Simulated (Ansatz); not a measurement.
Problem. Name a neutral molecule of Al, Cl, F, Si and H with HOMO energy (ωB97M-V/def2-TZVPP) between -10.05 and -9.75 eV and HOMO–LUMO gap (B3LYP/def2-TZVPP) between 5.20 and 5.50 eV (Ansatz, PBE0-D4/def2-TZVP geometry).

Solution. `F[SiH2][AlH][Cl]` (-9.85 eV, 5.35 eV); `[F][AlH][SiH2]Cl` (-9.85 eV, 5.46 eV). Other molecules can fit too; these were computed, each in one conformer that needn't be the lowest.

B3LYP here is the variant with VWN-RPA as its local correlation; programs differ in this.
